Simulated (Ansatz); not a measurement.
C2H5BrSi (`CC[Si]Br`) at its PBE0-D4/def2-TZVP geometry, where that method's forces vanish. Total charge 0; spin multiplicity 1.

```xyz
9

C     0.1955    0.7501    0.5547
C     0.2945   -0.7022    0.1243
Si   -0.5993   -1.4301   -1.3770
Br   -1.7188    0.3670   -2.1740
H    -0.8368    1.0268    0.7767
H     0.7954    0.9456    1.4474
H     0.5401    1.4205   -0.2348
H     1.3431   -0.9957   -0.0549
H    -0.0137   -1.3819    0.9375
```

**Question.** What forces (eV/Å) does PBE-D4/def2-TZVPP give on these atoms in the Gaussian-basis code of Ansatz? (Estimate.)

**Answer.** The calculation gave: 
```
C1   0.022 -0.005  0.029
C2  -0.030  0.066 -0.016
Si3  0.007 -0.301 -0.110
Br4 -0.128  0.192 -0.096
H5  -0.201  0.065  0.043
H6   0.115  0.058  0.179
H7   0.063  0.140 -0.151
H8   0.197 -0.073 -0.028
H9  -0.046 -0.142  0.150
```
